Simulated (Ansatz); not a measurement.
Basis-set extrapolation for C3H6F3N, SMILES `CNCC(F)(F)F` (PBE0-D4/def2-TZVP geometry, frozen core, Ansatz 0.2.0). Multiplicity 1, RHF reference.

```json
{"": "HF", "def2-TZVPP": "-470.070427", "def2-QZVPP": "-470.091296"}
{"": "MP2 correlation", "def2-TZVPP": "-1.457877", "def2-QZVPP": "-1.578166"}
{"": "CCSD(T) correlation", "def2-TZVPP": "-1.541438", "def2-QZVPP": "not run"}
```

Energies in hartree. Use E(X) = E(∞) + A·exp(−7.88·√X) for Hartree–Fock and E(X) = E(∞) + B·X^(−2.97) for correlation, with X = 3 and 4, and add CCSD(T) minus MP2 of the smaller set to the MP2 limit.

Task: What is the CCSD(T) energy at the basis-set limit?

Result: HF limit: -470.091296 + (-0.020869) × 0.13774 = -470.09417. MP2 limit: -1.578166 + (-0.120289) × 0.74074 = -1.66727. Higher-order term: -1.541438 − (-1.457877) = -0.08356. Total: -471.84500 hartree, 146.3 kcal/mol below CCSD(T)/def2-TZVPP.
